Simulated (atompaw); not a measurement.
**How hard is this B PAW (atompaw) potential?**

atompaw 4.2.0.5 input, output lines left out:

```
B 5
LDA-PW scalarrelativistic loggrid 1500 logderivrange -3 5 201
2 2 0 0 0 0
2 1 1
0 0 0
c
v
v
1
3.00 2.25 2.70 2.20
y
-0.3
n
y
4.25
n
custom polynom vanderbiltortho besselshape
bessel
3.00
1.80
3.00
3.00
```

The pseudo-atom Hamiltonian at the reference potential is diagonalised in spherical Bessel functions j_l(qr) that vanish at 20 bohr, with q² up to the cutoff. All-electron valence levels (Ry): 2s -0.6897, 2p -0.2731.

How do the lowest levels (Ry) of each channel move with the cutoff, and are there ghosts?

```
cutoff (Ry)     s #1     p #1    p #2    d #1    f #1  Σ f·Δε (mRy)
          8  -0.6896  -0.2728  0.0337  0.0681  0.1139           0.3
         10  -0.6897  -0.2729  0.0336  0.0681  0.1139           0.2
         12  -0.6897  -0.2730  0.0336  0.0681  0.1139           0.1
        400  -0.6897  -0.2731  0.0336  0.0681  0.1139           0.0
```

Result: no extra level below or beside the all-electron valence levels (s, p, d, f tested); 10 mRy is reached at 6 Ry and 1 mRy at 8 Ry.
